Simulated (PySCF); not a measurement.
Work out the structure from these simulated measurements.

Formula: C4H11NOSSi.

* Triplet: lowest triplet excitation (Tamm–Dancoff): 4.08 eV [TDA PBE0/def2-SVPD]
* 13C NMR: chemical shifts (computed TMS as zero) by class: 177.0 (1 C), 38.5 (1 C), 29.9 (1 C), 14.7 (1 C) ppm [GIAO PBE0/pcSseg-1]
* Rotational structure: rotational constants A, B, C: 2.724, 0.765, 0.665 GHz [PBE0-D3(BJ)/def2-SVP]
* 1H NMR: chemical shifts (computed TMS as zero) by class: 4.99 (2 H), 3.08 (3 H), 2.83 (3 H), 1.95 (3 H) ppm [GIAO PBE0/pcSseg-1]
* Polarisability: 112.6 au [PBE0/def2-SVPD]
* UV, strongest line: among the 10 lowest singlet transitions: S4 at 5.87 eV (211 nm, f = 0.112) [TDDFT PBE0/def2-SVPD]

Gas-phase values; electronic properties from PySCF, density fitting. Levels stand in brackets. Geometry: PBE0-D3(BJ)/def2-SVP, one conformer, isolated molecule. Each NMR value is the plain mean over a class of atoms that symmetry, rotation or inversion makes alike.

Problem. Give a SMILES that accounts for the data.

Solution. Numbering: `[CH3:1][S:2][SiH2:3][C:4](=[O:5])[N:6]([CH3:7])[CH3:8]`. Its formula, C4H11NOSSi, gives 1 degree of unsaturation: 0 rings and 1 π bond in the structure found. 4 carbons fall into 4 classes; from least to most shielded: carbonyl carbon [C4] (177.0 ppm), N-methyl carbon [C7] (38.5 ppm), N-methyl carbon [C8] (29.9 ppm), S-methyl carbon [C1] (14.7 ppm). Hydrogen classes from least to most shielded: 2 H on an SiH2 silicon, Si3 (4.99 ppm), 3 H on an N-methyl carbon, C7 (3.08 ppm, a mean of values up to 1.3 ppm apart in this geometry), 3 H on an N-methyl carbon, C8 (2.83 ppm, a mean of values up to 2.7 ppm apart in this geometry), 3 H on an S-methyl carbon, C1 (1.95 ppm). The optimised geometry has point group C1 and is an asymmetric top. Structure: `CS[SiH2]C(=O)N(C)C`. The assignments are read from this structure; whether some other isomer fits the data as well wasn't checked.

Shape of the structure used: `[CH3:1][S:2][SiH2:3][C:4](=[O:5])[N:6]([CH3:7])[CH3:8]`: C1–S2–Si3–C4 -177°, S2–Si3–C4–O5 117°, Si3–C4–N6–C7 -1°.
